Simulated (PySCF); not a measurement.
Homolysis of single bonds, series Ga Cl-SiH3. Isolated molecules, 0 K electronic values unless said otherwise. Strings in code marks are SMILES.

The numbers are results of PBE-D3(BJ)/def2-TZVP // B3LYP-D3(BJ)/def2-TZVP (PySCF), not measurements. 

```json
[
 {"species": "radical fragment (`[Cl][Ga][Cl]`)", "dipole moment (D)": "1.64", "highest occupied spin orbital (eV)": "-6.06"},
 {"species": "whole molecule (`[SiH3][Ga]([Cl])[Cl]`)", "dipole moment (D)": "2.72", "highest occupied spin orbital (eV)": "–"},
 {"species": "radical fragment (`[Cl][Ga][SiH3]`)", "dipole moment (D)": "2.24", "highest occupied spin orbital (eV)": "-4.99"},
 {"species": "whole molecule (`[SiH3][Ga]([SiH3])[Cl]`)", "dipole moment (D)": "2.08", "highest occupied spin orbital (eV)": "–"}
]
```
